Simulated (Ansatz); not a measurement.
Mulliken charges of `C=[CH][SnH3]` from PBE/def2-TZVPP in Ansatz (PBE0-D4/def2-TZVP geometry).

```csv
atom,x (Å),y (Å),z (Å),charge (e)
C1,-0.821,0.883,-1.130,-0.187
C2,0.134,0.816,-0.211,-0.292
Sn3,0.551,-0.958,0.881,0.577
H4,-1.448,0.031,-1.380,0.087
H5,-1.023,1.798,-1.682,0.099
H6,0.728,1.704,-0.007,0.078
H7,2.163,-1.460,0.620,-0.119
H8,-0.529,-2.163,0.336,-0.124
H9,0.333,-0.697,2.556,-0.119
```

Task: By hand: the dipole of these point charges (1 e Å = 4.8032 D).

Result: Σ q r = (0.030, -0.118, 0.075) e Å, of length 0.143 e Å = 0.69 D.

Task: How does the dipole of the full density compare? (Best estimate.)

Result: Computed: (-0.028, 0.112, -0.071) e Å, 0.65 D; the point charges give 1.06 times that, at 180° from its direction, so they point the opposite way.

Point charges leave out the atoms' own dipoles, such as those of lone pairs, and Mulliken's split depends on the basis, so the two needn't agree.
